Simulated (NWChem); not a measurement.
AlN$_{2}$H$_{4}$F; SMILES [Al]([NH2])([F])[NH2]

```xyz
8

Al     0.0000     0.0000     0.0224
F      0.0000     0.0000     1.6900
N     -1.5585     0.0000    -0.8030
H     -1.7019     0.0000    -1.8052
H     -2.4509     0.0000    -0.3239
N      1.5585     0.0000    -0.8030
H      1.7019     0.0000    -1.8052
H      2.4509     0.0000    -0.3239
```
Atoms are numbered in this order, from 1.

All runs use the structure optimised with PBE0/def2-SVP. B3LYP is NWChem's, with the RPA form of VWN correlation.

Symmetry labels are those of C2v in the frame above (b1 and b2, or b-type labels, depend on it).

Q: List the 6 lowest vertical singlet excitations from B3LYP/def2-SVP, full TDDFT (NWChem).

A: 
```csv
state,energy (eV),oscillator strength,symmetry,leading excitation (squared amplitude)
S1,5.33,0.000,a2,HOMO → LUMO (0.99)
S2,6.15,0.119,b2,HOMO−1 → LUMO (0.99)
S3,7.37,0.133,b1,HOMO → LUMO+1 (0.94)
S4,7.45,0.008,b2,HOMO → LUMO+2 (0.95)
S5,7.51,0.000,a2,HOMO → LUMO+3 (0.96)
S6,7.92,0.048,a1,HOMO−1 → LUMO+1 (0.97)
```
